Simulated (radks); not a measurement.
S4+, configuration [Ne] 3s2.

All-electron calculation, Dirac Kohn-Sham, B86b exchange with PBE correlation, spin-unpolarised, spherical densities, point nucleus. Program: a radial shooting solver on a logarithmic mesh with Libxc functionals.

Energy parts (Ry):
| part | energy |
|---|---|
| total | -789.95341 |
| kinetic | 793.69925 |
| electron-nucleus | -1831.50867 |
| Hartree | 296.01069 |
| exchange-correlation | -48.15468 |

Orbitals (lengths in bohr, moments of r in powers of bohr):
orbital  occ.  eigenvalue (Ry)   <1/r>      <r^4>  small-component weight
1s1/2       2        -181.4501   15.67  0.0004118                3.24e-03
2s1/2       2        -19.93472   3.081     0.1322                4.96e-04
2p1/2       2        -15.95824   2.988     0.1228                4.75e-04
2p3/2       4        -15.86427   2.968     0.1249                4.72e-04
3s1/2       2         -4.85027  0.9481      9.165                1.02e-04
3p1/2       0         -3.94008  0.8643      12.84                8.88e-05
3p3/2       0         -3.92882  0.8613      12.97                8.85e-05
3d3/2       0         -2.67414  0.6823      23.30                5.63e-05
3d5/2       0         -2.67339  0.6819      23.33                5.63e-05
4s1/2       0         -2.01137  0.4420      176.1                3.93e-05

The highest occupied level is 3s1/2 at -65.991 eV. Summed over all electrons, <r^2> = 6.906 bohr^2, which gives a Langevin (diamagnetic) susceptibility term of -5.47 x 10^-6 cm^3/mol.
